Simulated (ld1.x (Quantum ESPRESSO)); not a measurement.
## I: variants of one TM potential

Base potential:

- Element: iodine
- Generator: ld1.x (Quantum ESPRESSO) 7.5
- Type: norm-conserving Troullier–Martins (Kleinman–Bylander form)
- Functional: PBE
- Relativity: fully relativistic
- Frozen core: [Kr] 4d10
- Valence charge: 7
- Reference configuration: 5s2 5p3 (charge +2)
- Partial waves: 5s (bound): rc 1.50 bohr; 5p (bound): rc 1.45 bohr
- Local potential: all-electron potential smoothed inside 1.45 bohr (lloc = -1)
- Core correction: none

Open shells are filled in proportion to 2j + 1 (rel_dist='average').

Cutoffs, loose and tight: the cutoffs (Ry, on a coarse ladder) from which the occupation-weighted sum of valence levels, in a spherical-Bessel basis at the reference potential, stays within 10 and 1 mRy of its value at 400 Ry. They do not see the model core or the augmentation charge, which bear on the density cutoff. Test errors are all-electron minus pseudo excitation energies from the reference, over the configurations 5s2 5p5; 5s2 5p4; 5s2 5p2; 5s1 5p6; 5s2 5p1; 5s1 5p5; 5s2 5p5.3. A dash means not determined; rows that change the core or the reference have their own tests. The largest error is taken over the tests solved by every variant that gives reliable tests at all: 5s1 5p6; 5s2 5p4; 5s2 5p5; 5s2 5p5.3.

A true bound ghost makes a file unfit for plane-wave use even where its test errors are small: the radial tests pick states by their node count and pass the ghost by. Where a test does run into it, the solver fails or the error is huge.

Cutoffs are not given where the Bessel-basis levels miss the radial ones by over 6 mRy, ghosts where they miss by over 20 mRy; a channel whose overlap is not positive is not tested.

| change | outcome | cutoff, loose | cutoff, tight | bound ghosts | largest test error (meV) |
| --- | --- | --- | --- | --- | --- |
| base | generated | 90 Ry | 180 Ry | s, d, p3/2 | +106 |
| wave 5s (bound): rc 1.50 bohr becomes 5s (bound): rc 1.00 bohr | generated | – | – | p3/2 | +91 |
| wave 5s (bound): rc 1.50 bohr becomes 5s (bound): rc 1.10 bohr | generated | 200 Ry | over 300 Ry | s, d, p3/2 | +90 |
| wave 5s (bound): rc 1.50 bohr becomes 5s (bound): rc 1.26 bohr | generated | 140 Ry | 230 Ry | s, d, p3/2 | +94 |
| wave 5s (bound): rc 1.50 bohr becomes 5s (bound): rc 1.38 bohr | generated | 100 Ry | 200 Ry | s, d, p3/2 | +101 |
| wave 5s (bound): rc 1.50 bohr becomes 5s (bound): rc 1.52 bohr | generated | 80 Ry | 180 Ry | s, d, p3/2 | +107 |
| wave 5s (bound): rc 1.50 bohr becomes 5s (bound): rc 1.70 bohr | generated | 80 Ry | 180 Ry | s, d | +109 |
| wave 5s (bound): rc 1.50 bohr becomes 5s (bound): rc 1.84 bohr | generated | 80 Ry | 180 Ry | s, d, p3/2 | +109 |
| wave 5s (bound): rc 1.50 bohr becomes 5s (bound): rc 1.94 bohr | generated | 80 Ry | 180 Ry | s, d, p3/2 | +109 |
| wave 5s (bound): rc 1.50 bohr becomes 5s (bound): rc 2.08 bohr | generated | 80 Ry | 180 Ry | s, d, p3/2 | +109 |
| wave 5s (bound): rc 1.50 bohr becomes 5s (bound): rc 2.24 bohr | generated | 80 Ry | 180 Ry | s, d, p3/2 | +109 |

Reading the sweep of the s radius (base included, trends over the rows without a ghost): Bound ghosts are found at 1, 1.1, 1.26, 1.38, 1.5, 1.52, 1.7, 1.84, 1.94, 2.08, 2.24 bohr. Every judged row has one, so this setting neither creates nor removes them.
